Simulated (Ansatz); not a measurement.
`C[Si]1(F)CS1`, charge 0, multiplicity 1.

Problem. Give a relaxed structure at PBE0-D4/def2-TZVP (the Gaussian-basis code of Ansatz). (Estimate.)

Solution. Computed: 
Z-matrix (Å, degrees):
```
C
Si 1 1.843
H 1 1.091 2 109.9
H 1 1.092 2 110.6 3 120.6
H 1 1.092 2 110.3 3 -119.7
F 2 1.594 1 108.6 3 -176.2
C 2 1.823 1 124.9 3 -31.3
S 2 2.068 1 122.5 3 39.8
H 7 1.086 2 119.9 1 -147.1
H 7 1.086 2 122.0 1 6.4
```
This is one stationary point; other conformers may exist.
